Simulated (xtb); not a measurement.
C₂H₇ClOSi₂, SMILES O[SiH2]/C(Cl)=C/[SiH3]. All values are semi-empirical tight-binding results from xtb (GFN2-xTB unless named), good for trends rather than for accurate numbers. The structure is a stationary point at GFN2-xTB. The structure was generated by enumeration; whether it is a known compound was not checked. Other conformers were not sampled.

```json
{
  "orbital_gap": "3.61 eV",
  "dipole_moment": "0.57 D",
  "zero_point_energy": "47.7 kcal/mol",
  "G − E(el) at 298.15 K (modified RRHO)": "25.4 kcal/mol",
  "static polarisability (D4 model)": "100.0 bohr³",
  "solvation energy, GFN2-xTB/ALPB(water)": "-2.7 kcal/mol",
  "solvation energy, GFN2-xTB/ALPB(benzene)": "-4.0 kcal/mol"
}
```
